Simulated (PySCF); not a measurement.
A GIAO shielding run with PySCF (density fitting, non-relativistic, gas phase) on `N#CB(C#N)C[SiH3]`, C$_{3}$H$_{5}$BN$_{2}$Si:

```
$ OMP_NUM_THREADS=1 python probes_run.py task.json out

{"job": {"kind": "nmr", "xc": "mPW1PW91", "basis": "pcSseg-1", "pop": false}, "charge": 0, "multiplicity": 1}
N      1.207724     0.378632    -3.017028
C      1.081460     0.163791    -1.883715
B      0.883826    -0.140219    -0.384534
C      1.962352     0.375116     0.589872
N      2.754117     0.756795     1.347242
C     -0.373726    -0.846478     0.127592
Si    -1.677348     0.509941     0.511616
H     -0.848626    -1.500735    -0.619130
H     -0.223114    -1.370850     1.083657
H     -1.997608     1.264332    -0.733248
H     -1.140533     1.440578     1.544566
H     -2.897321    -0.177351     1.024624
```

Hardware: 1 thread of an AMD EPYC 7R43 64-Core, shared host.

Problem. How large is the calculation?

Solution. 56 electrons, 151 basis functions and 792 auxiliary functions.

Problem. How long does it take, and how much memory does it need?

Solution. 12 s of wall time, with 14 SCF cycles and 5 response iterations; peak memory 0.86 GiB. Times on a shared host scatter by some tens of per cent.

Problem. And these other runs on the same molecule and hardware: GIAO shielding at B97-D/pcSseg-1; GIAO shielding at BHandHLYP/pcSseg-1; GIAO shielding at BP86/pcSseg-1; GIAO shielding at CAM-B3LYP/pcSseg-1; GIAO shielding at LC-wPBE/pcSseg-1; GIAO shielding at OPBE/pcSseg-1?

Solution. B97-D/pcSseg-1: 151 functions, 20 s; BHandHLYP/pcSseg-1: 151 functions, 13 s; BP86/pcSseg-1: 151 functions, 22 s; CAM-B3LYP/pcSseg-1: 151 functions, 17 s; LC-wPBE/pcSseg-1: 151 functions, 27 s; OPBE/pcSseg-1: 151 functions, 20 s.
